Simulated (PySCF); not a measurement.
LiSe from Hartree–Fock to correlated methods

State: ²Π (doublet), unpaired electrons π ↑. Set-up: basis Li x2c-SVPall, Se x2c-SVPall; spin-free X2C with a Gaussian nucleus; PySCF 2.14. De refers to Li + Se in their high-spin ground configurations, without counterpoise correction. The functionals are run spin-unrestricted. A positive dipole means Li(−)Se(+).

```csv
Level,Re (Å),ωe (cm⁻¹),De (eV),μ (D)
UHF,2.294,516,1.82,-7.40
UHF-MP2,2.286,515,2.49,n/a
UHF-SCS-MP2,2.288,512,2.46,n/a
UHF-CCSD,2.288,511,2.44,n/a
UHF-CCSD(T),2.290,509,2.46,n/a
LDA,2.246,520,3.30,-6.34
PBE,2.272,509,2.89,-6.39
r²SCAN,2.279,511,2.94,-6.88
PBE0,2.265,519,2.84,-6.76
B97-3,2.268,518,2.92,-6.85
M06-2X,2.270,522,2.95,-6.89
CAM-B3LYP,2.249,530,2.91,-6.67
```

The bond length runs from 2.246 Å (LDA) to 2.294 Å (UHF). De spans 1.82 eV (UHF, mean field) to 3.30 eV (LDA, local density). Correlation at CCSD(T) changes the Hartree–Fock bond energy by +0.64 eV; the triples alone change it by +0.02 eV.

Correlated steps freeze 9 core orbitals. Correlated levels converge slowly with the basis: in double zeta they bind strong bonds too weakly, by up to about 1 eV, and carry superposition errors of some tenths. Spin–orbit coupling is left out. Counting both spins, an empty level lies below a filled one in some of these solutions, because spin and occupation are held. The state was picked by a PBE0 search and need not be the measured ground state.
